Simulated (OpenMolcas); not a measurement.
**Ta2+ in a point-charge field**

Ta2+ among 6 point charges of -1.5 e arranged as a trigonal prism (D3h), 2.11 Å from the ion, with a polar angle of 42.2° against the regular 49.1°. The active orbitals were held to one l.

| Item | Value |
| --- | --- |
| Program | OpenMolcas 26.06 |
| Method | CASSCF |
| Basis | ANO-RCC-VDZP [7s6p4d2f1g] |
| Scalar Hamiltonian | DKH2, point nucleus |
| Active space | 3 electrons in 5 orbitals (5d) |
| State averaging | 2S+1 = 4 even, 10 roots; 2S+1 = 2 even, 40 roots |
| Spin-orbit coupling | RASSI with atomic mean-field integrals over the reference wave functions |

The lowest spin-free states (labels of D3, the rotations of D3h), above the lowest:

| State | Degeneracy | E (cm-1) | Free-ion L (%) |
| --- | --- | --- | --- |
| 4A2 | 1 | 0.0 | F (85) |
| 2E | 2 | 770.7 | D (43) |
| 4E | 2 | 7536 | F (61) |
| 2E | 2 | 9553 | H (55) |
| 2A1 | 1 | 13102 | D (66) |
| 2A2 | 1 | 14080 | P (55) |
| 2E | 2 | 15541 | H (100) |
| 2S+1 = 2 | 2 | 17747 | G (50) |
| 2E | 2 | 17866 | D (52) |
| 2E | 2 | 22316 | G (45) |
| 2S+1 = 4 | 2 | 24936 | F (100) |
| 4E | 2 | 29592 | P (61) |
| 4E | 2 | 29762 | F (100) |
| 2E | 2 | 33229 | H (44) |
| 2S+1 = 2 | 2 | 36574 | H (58) |
| 2E | 2 | 37305 | G (38) |
| 2E | 2 | 40152 | D (48) |
| 2E | 2 | 41260 | G (55) |
| 2E | 2 | 41728 | G (43) |
| 2S+1 = 2 | 2 | 42539 | F (71) |

The lowest levels with spin-orbit coupling:

```csv
E (cm-1),Degeneracy,Label,2S+1,g
0.0,2,E1/2,4,1.94 2.34 2.34
365.1,2,E1/2,2,0.00 0.00 6.06
904.6,2,E3/2,4,0.00 0.00 5.86
3625,2,E3/2,2,0.00 0.00 2.07
7179,2,E1/2,4 (87 %),2.46 2.92 2.92
8804,2,E1/2,4,1.52 4.51 4.51
9349,2,E3/2,4,0.00 0.00 4.05
9831,2,E3/2,2,0.00 0.00 9.71
10148,2,E1/2,2,0.00 0.00 6.22
10538,2,E1/2,4,0.00 0.00 7.92
13222,2,E1/2,2 (87 %),0.88 0.88 1.78
16924,2,E1/2,2,1.06 1.06 1.76
17082,2,E3/2,2,0.00 0.00 8.33
18310,2,E1/2,2,0.00 0.00 12.00
18685,2,E1/2,2,0.45 1.16 1.16
18920,2,E1/2,2,0.00 0.00 7.84
20354,2,E1/2,2,0.00 0.00 4.04
21802,2,E3/2,2,0.00 0.00 3.99
22535,2,E3/2,4 (84 %),0.00 0.00 0.68
23189,2,E3/2,2 (86 %),0.00 0.00 3.56
```

Powder χT (cm3 K/mol): 0.462 at 2 K, 0.466 at 10 K, 0.489 at 50 K, 0.521 at 100 K, 0.617 at 200 K, 0.72 at 300 K. The effective moment at 300 K is 2.828 √(χT) = 2.40 μB.

The lowest level has 2S+1 = 4, for which the spin-only value is χT = S(S+1) / 2 = 1.875 cm3 K/mol (g = 2). The computed 0.720 at 300 K differs by -1.155, through orbital momentum, spin-orbit coupling and any other state in reach.

Without dynamic correlation the repulsion within the d shell is too large (B by tens of per cent), so at a given field states of lower spin stand too high. This is an electrostatic model: the charges have no orbitals. An unlabelled pair can be two single states that coincide in this model. No measured value stands beside these numbers.

A state without a sure symmetry label is named by its multiplicity alone.
